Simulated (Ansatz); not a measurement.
Consider the homolysis of the B–C bond: `NB(O)CO` → `N[B]O`• + `[CH2]O`•.

Gas-phase electronic energies from Ansatz, PBE0-D4/def2-TZVP geometries. CBS: MP2 limit from def2 TZ/QZ plus the TZ coupled-cluster correction, frozen cores. No spin–orbit coupling; open shells (•) take unrestricted orbitals. Each species was taken in one conformer, which may not be the lowest.

```json
{"species": "`NB(O)CO`", "CCSD(T)/CBS(def2) energy (Eh)": "-271.60510"}
{"species": "`N[B]O`•", "CCSD(T)/CBS(def2) energy (Eh)": "-156.49453"}
{"species": "`[CH2]O`•", "CCSD(T)/CBS(def2) energy (Eh)": "-114.95134"}
```

Problem. Work out ΔE.

Solution. ΔE = (-156.49453) + (-114.95134) − (-271.60510) = 0.15923 Eh = +418.1 kJ/mol.

Problem. What do rigid-rotor, harmonic-oscillator terms from PBE0-D4/def2-TZVP frequencies (298.15 K, 1 bar) make of the CCSD(T)/CBS value? (An estimate is asked.)

Solution. Ansatz gave: ΔZPE = -19.4 kJ/mol, ΔH = +403.3 kJ/mol, ΔS = 174 J/(mol·K), ΔG = +351.3 kJ/mol. Open shells count their whole term as degenerate. Modes under 50 cm⁻¹ make the entropy rough.

Largest T1 diagnostic among the species: 0.016.

The D4 term adds +11.6 kJ/mol with B3LYP and +6.3 kJ/mol with PBE0; it sums over pairs of atoms, weighted by their polarisabilities, and B3LYP, whose exchange is more repulsive, gets the larger term. From BLYP to BHLYP (50 % exact exchange), in def2-TZVPP and without D4, ΔE moves by +20.4 kJ/mol.

B3LYP here is the variant with VWN-RPA as its local correlation; programs differ in this.
